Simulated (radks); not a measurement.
Te47+, 5 electrons, occupied as [He] 2s2 2p1. Method: scalar-relativistic Kohn-Sham, PBE, spin-polarised, spherical densities, finite nucleus; open shells are filled with parallel spins first (spin-orbit coupling, left out, can overturn this in heavy ions); Fermi nuclear charge, rms radius 4.7423 fm; computed with a radial shooting solver on a logarithmic mesh with Libxc functionals.

Unscreened Slater integrals over Kohn-Sham orbitals (eV). They are taken over the spin-up orbitals. Empty in this configuration: 3s.

integral    value
F0(2p,2p)  252.33
F2(2p,2p)  120.80
F0(2p,2s)  230.02
G1(2p,2s)  128.84
F0(2p,1s)  340.61
G1(2p,1s)  67.915
F0(2p,3s)  120.98
G1(2p,3s)  13.047
F0(2s,2s)  216.20
F0(2s,1s)  303.92
G0(2s,1s)  31.328
F0(2s,3s)  118.02
G0(2s,3s)  10.426
F0(1s,1s)  926.57
F0(1s,3s)  139.62
G0(1s,3s)  7.8373
F0(3s,3s)  92.649

Derived for the open shells (J is the average intra-shell exchange parameter used in DFT+U). 2p: J = F2/5 = 24.16 eV.
